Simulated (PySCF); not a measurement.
# C₅H₆O₂: full NMR table

| Item | Value |
| --- | --- |
| Formula | C5H6O2 |
| SMILES | O=C(O)C1=CCC1 |
| Point group of the computed structure | Cs |
| Degrees of unsaturation | 3 |
| Carbon signals | 5 |
| Proton signals | 4 |

Numbering as in the mapped SMILES `[O:1]=[C:2]([OH:3])[C:4]1=[CH:5][CH2:6][CH2:7]1`. Hydrogens are named by the atom that carries them.

Isolated molecule, single conformer, one averaged value for each set of equivalent atoms, relativity neglected. GIAO PBE0/pcSseg-1 shieldings; geometry: GFN2-xTB; PySCF 2.14.

Referencing at the same level of theory: TMS for $^{1}$H (31.72 ppm), $^{13}$C (186.93 ppm); $^{17}$O (336.08 ppm) against H2O.

```tsv
carbon	δC, type	δH (multiplicity)	HMBC from (2–3 bonds)	span of the C tensor (ppm)
C2	165.8, C	–	H(C5), H(C7)	155
C4	145.2, C	–	H(C5), H(C7), H(C6)	192
C5	162.2, CH	7.37 (t)	H(C7), H(C6)	236
C6	29.0, CH2	2.52 (m)	H(C5), H(C7)	28
C7	32.0, CH2	2.82 (m)	H(C5), H(C6)	16
```

Other nuclei:
```json
{"atoms": "H(O3)", "nucleus": "$^{1}$H", "environment": "hydrogen on an acid hydroxyl oxygen", "δ (ppm)": "5.98", "σ (ppm)": "25.74"}
{"atoms": "O1", "nucleus": "$^{17}$O", "environment": "carbonyl oxygen", "δ (ppm)": "423.6", "σ (ppm)": "-87.5"}
{"atoms": "O3", "nucleus": "$^{17}$O", "environment": "acid hydroxyl oxygen", "δ (ppm)": "208.8", "σ (ppm)": "127.3"}
```

- Carbon types of the structure: 2 × C, 1 × CH, 2 × CH2, leaving 1 H on heteroatoms.
- δC 165.8: carboxylic acid carbon; it is a carbonyl in resonance with an O or N lone pair, the region of acids, esters and amides.
- δC 162.2: β carbon of a C=C–C=O unit; conjugation with the carbonyl draws π density from the β position.
- δC 145.2: α carbon of a C=C–C=O unit; the olefinic region.
- δC 32.0, 29.0: allylic sp3 CH2; aliphatic region, no heteroatom directly attached.
- δH 5.98: hydrogen on an acid hydroxyl oxygen; exchangeable; this is the value without hydrogen bonding to other molecules.

OH and NH positions are those of a molecule without intermolecular hydrogen bonds; in solution they move with solvent, concentration and temperature, and exchange usually removes their couplings. Shifts are as computed. Against solution values, carbons near 30 ppm lie about +3 ppm off and those near 130 ppm about +5 ppm. Of 1211 compounds with measured shifts, 218 miss one by over three times the rms of a fit or turn the order of signals round; such compounds aren't used in these exercises. In solution the two oxygens of a carboxylic acid exchange roles by proton transfer and give one 17O line. Hydrogen bonding in solution shields acid and N–H amide carbonyl oxygens by tens of ppm. Hydrogen bonding in solution deshields acid and N–H amide carbonyl carbons by as much as 10 ppm beyond these values. Unscaled 17O shifts of doubly bonded oxygen tend to come out too high, by tens of ppm or more. Experimental scales use liquid or dissolved standards, which lie at an offset from isolated H2O (liquid H2O: subtract about 36 ppm). Multiplicities follow the n + 1 count of equivalent neighbours, as no J values were calculated; m marks all less simple cases, F and P coupling included.
